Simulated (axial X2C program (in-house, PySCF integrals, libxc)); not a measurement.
## Bond lengths and stretching modes, held linear, of HSbH⁺

Computed with an in-house all-electron X2C program for linear molecules (integrals from PySCF): two-component X2C with atomic mean-field Coulomb and Gaunt terms, Gaussian nuclei, basis H dyall-v3z, Sb dyall-v3z with contracted cores. Spin-free rows use the one-electron spin-free X2C Hamiltonian.

Masses H 1.008, Sb 120.904, H 1.008 u. States: 2c Ω = 1 (beyond evenly filled blocks: ω = -1/2, ω = 3/2); spin-free M_S = 1, Λ = 0 (beyond evenly filled blocks: π+α, π-α).

PBE0, spin-free: energies above the lowest point

```json
{"r(H–Sb) (Å)": "1.6107", "r(Sb–H) (Å)": "1.6107", "E (meV)": "25.35"}
{"r(H–Sb) (Å)": "1.6107", "r(Sb–H) (Å)": "1.6520", "E (meV)": "13.42"}
{"r(H–Sb) (Å)": "1.6107", "r(Sb–H) (Å)": "1.6933", "E (meV)": "29.01"}
{"r(H–Sb) (Å)": "1.6520", "r(Sb–H) (Å)": "1.6107", "E (meV)": "13.42"}
{"r(H–Sb) (Å)": "1.6520", "r(Sb–H) (Å)": "1.6520", "E (meV)": "0.00"}
{"r(H–Sb) (Å)": "1.6520", "r(Sb–H) (Å)": "1.6933", "E (meV)": "14.12"}
{"r(H–Sb) (Å)": "1.6520", "r(Sb–H) (Å)": "1.7346", "E (meV)": "51.05"}
{"r(H–Sb) (Å)": "1.6933", "r(Sb–H) (Å)": "1.6107", "E (meV)": "29.01"}
{"r(H–Sb) (Å)": "1.6933", "r(Sb–H) (Å)": "1.6520", "E (meV)": "14.12"}
{"r(H–Sb) (Å)": "1.6933", "r(Sb–H) (Å)": "1.6933", "E (meV)": "26.79"}
{"r(H–Sb) (Å)": "1.7346", "r(Sb–H) (Å)": "1.6520", "E (meV)": "51.05"}
{"r(H–Sb) (Å)": "1.7346", "r(Sb–H) (Å)": "1.7346", "E (meV)": "96.40"}
```

Q: Fit a quadratic surface with cubic terms in each bond: where is the minimum, and what are the two stretching wavenumbers?

A: At PBE0, spin-free: bonds 1.650 and 1.650 Å; harmonic stretches 2040.3 and 2167.4 cm⁻¹; force constants 2.61, 2.61 and coupling -0.14 mdyn/Å.

The other levels and Hamiltonians give:

| Hamiltonian | level | r(H–Sb) (Å) | r(Sb–H) (Å) | lower stretch (cm⁻¹) | upper stretch (cm⁻¹) |
| --- | --- | --- | --- | --- | --- |
| 2c | PBE0 | 1.651 | 1.651 | 2037.5 | 2160.7 |
| 2c | HF | 1.643 | 1.643 | 2152.6 | 2169.4 |
| 2c | BHandHLYP | 1.641 | 1.641 | 2091.2 | 2201.1 |
| 2c | MP2 | 1.634 | 1.634 | 2057.2 | 2278.6 |
| spin-free | HF | 1.642 | 1.642 | 2154.4 | 2176.5 |
| spin-free | BHandHLYP | 1.640 | 1.640 | 2093.5 | 2208.5 |
| spin-free | MP2 | 1.634 | 1.634 | 2059.4 | 2282.1 |

Each state is one determinant, the lowest of a limited PBE0 search; the stretches come from a fit to these few points and carry an uncertainty of a few per cent. Other orders of the atoms were not compared. MP2 freezes inner shells (threshold -2 hartree). The molecule was held linear; bending was not examined, so a bent shape may lie lower. Open-shell Ω = 0 determinants with evenly filled partner blocks cannot be reached by this program, so the Ω shown need not be the lowest component. Note: several unpaired electrons, one determinant need not be a pure state.
